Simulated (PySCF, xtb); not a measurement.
H3S, SMILES [SH3+], charge +1.

Harmonic wavenumbers (cm⁻¹) from GFN2-xTB (xtb 6.7.1) at its own minimum, in rising order: 1037, 1073, 1074, 2278, 2278, 2283.

Question: What does PySCF 2.14.0 with B3LYP-D3(BJ)/def2-TZVPD give at its own minimum? (An estimate is asked for; the answer gives what the named calculation found.)

Answer: 1064, 1218, 1218, 2592, 2595, 2595. Paired by order, the mean absolute difference is 210 cm⁻¹ and the zero-point energies are 14.3 and 16.1 kcal/mol.
